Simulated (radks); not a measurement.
Values are calculated unless marked as measured or tabulated.
Species: Sc I. Configuration: [Ar] 3d0.75 4s2 4p0.25 (fractional occupations, a model configuration). Code: a radial shooting solver on a logarithmic mesh with Libxc functionals. Model: non-relativistic Kohn-Sham, LDA (Slater exchange, VWN5 correlation), spin-unpolarised, spherical densities, point nucleus.

Unscreened Slater integrals over Kohn-Sham orbitals (hartree).

\begin{tabular}{lr}
integral & value \\ \hline
F0(4p,4p) & 0.18769 \\
F2(4p,4p) & 0.096955 \\
F0(4p,3d) & 0.24120 \\
F2(4p,3d) & 0.058444 \\
G1(4p,3d) & 0.033673 \\
G3(4p,3d) & 0.024822 \\
F0(4p,4s) & 0.21162 \\
G1(4p,4s) & 0.13092 \\
F0(4p,3p) & 0.24877 \\
F2(4p,3p) & 0.038585 \\
G0(4p,3p) & 0.0092106 \\
G2(4p,3p) & 0.010445 \\
F0(3d,3d) & 0.54495 \\
F2(3d,3d) & 0.24222 \\
F4(3d,3d) & 0.14889 \\
F0(3d,4s) & 0.30756 \\
G2(3d,4s) & 0.055371 \\
F0(3d,3p) & 0.63792 \\
F2(3d,3p) & 0.28944 \\
G1(3d,3p) & 0.35979 \\
G3(3d,3p) & 0.21410 \\
F0(4s,4s) & 0.24958 \\
F0(4s,3p) & 0.32255 \\
G1(4s,3p) & 0.019880 \\
F0(3p,3p) & 0.77522 \\
F2(3p,3p) & 0.38771 \\
\end{tabular}

Derived for the open shells (J is the average intra-shell exchange parameter used in DFT+U). 3d: Racah B = F2/49 - 5 F4/441 = 0.003255 hartree, C = 35 F4/441 = 0.01182 hartree, C/B = 3.63, F4/F2 = 0.615, J = (F2 + F4)/14 = 0.02794 hartree. 4p: J = F2/5 = 0.01939 hartree.
